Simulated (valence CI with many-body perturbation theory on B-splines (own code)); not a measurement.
**Ga XXV: one-electron terms**

Calculated by valence CI with perturbative core correlation (CI+MBPT): five valence electrons over a frozen Dirac-Fock core [He], a basis of 9 s, 9 p, 8 d, 6 f, 3 g, 1 h functions for each j, with the one-electron correlation potential Σ1 (screened to all orders), the two-electron term Σ2, the three-electron term Σ3, Breit, model QED; selected single and double excitations, second order for the rest (own B-spline code, finite nucleus).

No measured spectrum was set against this ion. As an estimate, levels of excited configurations hold to 0.05 to 0.15 % of their energy, terms of the ground configuration to about 0.5 %. Among the levels kept, up to 2000 cm⁻¹ of a level comes from second order outside the variational space, and about a tenth of that is noise between levels of different J, which matters for small intervals.

These are the spectroscopic orbitals of the CI (the correlating ones are not listed), shaped by the core and the other valence electrons. h is the expectation value of the core's Dirac-Fock operator, without the valence repulsion; Σ1 is computed up to l = 3 at one energy for each symmetry, that of its lowest orbital but kept below the first core excitation, so for empty shells it is not the orbital's own correlation shift; Breit and QED include the response of the core.

| Orbital | h (hartree) | Σ1 (cm⁻¹) | Breit (cm⁻¹) | QED (cm⁻¹) | ⟨r⟩ (bohr) |
| --- | --- | --- | --- | --- | --- |
| 2s1/2 | -109.54 | -1172 | 7009 | 6316 | 0.2064 |
| 3s1/2 | -47.853 | -267 | 1873 | 1736 | 0.4865 |
| 4s1/2 | -26.635 | -101 | 738 | 693 | 0.8896 |
| 5s1/2 | -16.941 | -49.3 | 367 | 346 | 1.411 |
| 2p1/2 | -107.28 | -2670 | 13592 | -327 | 0.1767 |
| 3p1/2 | -47.165 | -564 | 3578 | -93.0 | 0.4633 |
| 4p1/2 | -26.341 | -211 | 1423 | -37.7 | 0.8723 |
| 5p1/2 | -16.79 | -103 | 710 | -19.0 | 1.400 |
| 2p3/2 | -105.99 | -2458 | 5836 | 232 | 0.1797 |
| 3p3/2 | -46.785 | -520 | 1507 | 58.4 | 0.4675 |
| 4p3/2 | -26.182 | -195 | 618 | 23.1 | 0.8779 |
| 5p3/2 | -16.709 | -95.0 | 308 | 11.5 | 1.407 |
| 3d3/2 | -46.38 | -208 | 101 | -20.6 | 0.4044 |
| 4d3/2 | -26.011 | -87.9 | 54.5 | -7.9 | 0.8206 |
| 5d3/2 | -16.621 | -45.1 | 29.6 | -3.9 | 1.355 |
| 3d5/2 | -46.266 | -202 | 31.9 | 26.3 | 0.4057 |
| 4d5/2 | -25.963 | -85.3 | 17.1 | 11.5 | 0.8223 |
| 5d5/2 | -16.597 | -43.7 | 9.0 | 6.0 | 1.357 |
| 4f5/2 | -25.848 | -15.8 | 0.4 | -4.8 | 0.7160 |
| 5f5/2 | -16.544 | -8.9 | 0.4 | -2.5 | 1.254 |
| 4f7/2 | -25.825 | -15.6 | 0.1 | 3.9 | 0.7168 |
| 5f7/2 | -16.532 | -8.8 | 0.1 | 2.1 | 1.255 |
| 5g7/2 | -16.515 |  | 0.0 | -1.5 | 1.098 |
| 5g9/2 | -16.508 |  | 0.0 | 1.2 | 1.099 |

Among the shells of the start configuration 2s2 2p3, Σ1 is largest in size for 2p1/2, where it is 0.011 % of h.

Lowest root of each symmetry, sizes in configuration state functions:

| J | Parity | Roots | Reference | Variational | Second order | Change by selected CI (cm⁻¹) | Change by second order (cm⁻¹) |
| --- | --- | --- | --- | --- | --- | --- | --- |
| 1/2 | even | 14 | 59 | 40000 | 485162 | -28921 | -75 |
| 3/2 | even | 19 | 86 | 40000 | 1203030 | -27869 | -413 |
| 5/2 | even | 15 | 79 | 39993 | 1460971 | -27422 | -595 |
| 7/2 | even | 7 | 46 | 39996 | 1310721 | -36861 | -478 |
| 9/2 | even | 3 | 22 | 39985 | 891925 | -37897 | -126 |
| 1/2 | odd | 12 | 58 | 39995 | 452545 | -28900 | -41 |
| 3/2 | odd | 18 | 87 | 40000 | 873977 | -26286 | -179 |
| 5/2 | odd | 11 | 72 | 39999 | 938443 | -28965 | -277 |
| 7/2 | odd | 5 | 44 | 39973 | 873013 | -35903 | -447 |
| 9/2 | odd | 2 | 17 | 36806 | 438348 | -24705 | -77 |
| 11/2 | odd | 1 | 4 | 29410 | 260782 | -36757 | -29 |
